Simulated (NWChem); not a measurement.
Species: SiH$_{2}$I cation

```xyz
4

Si     0.0000     0.0000     1.7562
I      0.0000     0.0000    -0.5576
H      0.0000     1.2893     2.4830
H      0.0000    -1.2893     2.4830
```
Atoms are numbered in this order, from 1.

All runs: NWChem. Medium grid unless said otherwise, to which SCAN and Minnesota functionals are sensitive. The geometry was optimised at PBE0/def2-SVP. def2 effective core potentials on I; no spin-orbit coupling.

For level r2SCAN0/def2-TZVP:

| Quantity | Result |
|---|---|
| highest occupied level (eV) | -14.02 |
| orbital gap (eV) | 4.95 |

Estimate the same quantities for level MPW1K/def2-TZVP.

The highest occupied level (eV) comes out as -14.67 and the orbital gap (eV) comes out as 6.06.
